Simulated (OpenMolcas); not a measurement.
An atom or ion with 48 electrons was computed by XMS-CASPT2, IPEA 0.25 Eh, imaginary shift 0.1 Eh with spin-orbit coupling (OpenMolcas, ANO-RCC-VQZP, DKH2). The lowest levels that the run gave, each within 12 % of the measured value where one is at hand:

```json
{"J": "0", "Parity": "even", "E (cm⁻¹)": "0.0", "g": ""}
{"J": "0", "Parity": "odd", "E (cm⁻¹)": "98800", "g": ""}
{"J": "1", "Parity": "odd", "E (cm⁻¹)": "102590", "g": "1.485"}
{"J": "2", "Parity": "odd", "E (cm⁻¹)": "113890", "g": "1.501"}
{"J": "1", "Parity": "odd", "E (cm⁻¹)": "141630", "g": "1.016"}
{"J": "0", "Parity": "even", "E (cm⁻¹)": "226890", "g": ""}
{"J": "2", "Parity": "even", "E (cm⁻¹)": "233780", "g": "1.123"}
{"J": "1", "Parity": "even", "E (cm⁻¹)": "236180", "g": "1.501"}
{"J": "2", "Parity": "even", "E (cm⁻¹)": "249950", "g": "1.378"}
{"J": "0", "Parity": "even", "E (cm⁻¹)": "274710", "g": ""}
```

Problem. Which ion is it, and what are the configurations and terms?

Solution. Xe6+ (Z = 54, charge +6; active space 2 electrons in 4 orbitals (5s 5p)). J, parity and g give the terms where levels are pure, and mixed ones are named by the computed weights; the size of the splittings, set against known spectra of the 48-electron sequence, gives the charge. In order, with the measured energies in cm⁻¹ (Saloman, J. Phys. Chem. Ref. Data 33, 765 (2004)): 5s² ¹S₀, 5s 5p ³P°₀ (96141), 5s 5p ³P°₁ (100451), 5s 5p ³P°₂ (113676), 5s 5p ¹P°₁ (143259), 5p² ³P₀ (223673), 5p² ¹D₂ (236100), 5p² ³P₁ (234685), 5p² ³P₂ (251853), 5p² ¹S₀ (273208).

CASPT2 does not keep the components of a term degenerate, so their means are used; among the terms shown or strongly mixed into the levels shown the widest spread is 590 cm-1 (5p² ¹D). Over all roots computed the reference weight is 0.83 to 0.95; the roots of lowest weight are the least certain, and an intruder state may touch them. The ¹D term of p² mixes with s d, which this space lacks. Measured partners are found by configuration, term and J. A level has none where our copy of the source lacks it or the pairing is in doubt (some pairs that miss far off the trend of their configuration count as doubtful), and it then counts in no deviation. Only configurations of the active space appear.

° marks odd parity.
